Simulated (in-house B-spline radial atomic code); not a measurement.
Successive ionisation energies of nickel; each step leads to the configuration of the next row (after the last: [He] 2s2 2p2). Dirac energy differences include first-order Breit, QED and recoil terms. NIST's values go from ground level to ground level; the uncertainty of those that are theory runs from under 0.1 % in few-electron ions to several per cent in heavy many-electron ones. Computed with a radial B-spline atomic code at the basis-set limit: Dirac-Hartree-Fock, average of the configuration, finite nuclei.

```tsv
ion	configuration	ionisation energy (eV)	tabulated value (eV)	tabulated kind	computed minus tabulated (eV)	highest orbital	largest mean radius (bohr)
Ni12+	[Ne] 3s2 3p4	386.7	384.5	semi-empirical	2.2	3p3/2	0.65358
Ni13+	[Ne] 3s2 3p3	421.9	429.3	semi-empirical	-7.4	3p3/2	0.64335
Ni14+	[Ne] 3s2 3p2	457.9	462.8	semi-empirical	-4.9	3p3/2	0.63529
Ni15+	[Ne] 3s2 3p1	494.9	495.4	semi-empirical	-0.5	3p3/2	0.62745
Ni16+	[Ne] 3s2	566.8	571.07	semi-empirical	-4.3	3s1/2	0.61981
Ni17+	[Ne] 3s1	606.3	607.02	semi-empirical	-0.7	3s1/2	0.61137
Ni18+	[He] 2s2 2p6	1544.4	1540.1	measured	4.3	2p3/2	0.23953
Ni19+	[He] 2s2 2p5	1653.5	1646	semi-empirical	7.5	2p3/2	0.23671
Ni20+	[He] 2s2 2p4	1765.6	1758	semi-empirical	7.6	2p3/2	0.23395
Ni21+	[He] 2s2 2p3	1880.5	1880	semi-empirical	0.5	2p3/2	0.23124
```

Question: Where is the largest jump?

Answer: From Ni17+ to Ni18+, by a factor of 2.55 (606.34 to 1544.4 eV); the highest orbital goes from 3s1/2 to 2p3/2.

Where a p, d or f electron is removed, the computed value is a mean over both j, so it misses the tabulated one by a part of the spin-orbit splitting; averaging over terms and missing correlation add to the gap, relatively most at low charge.
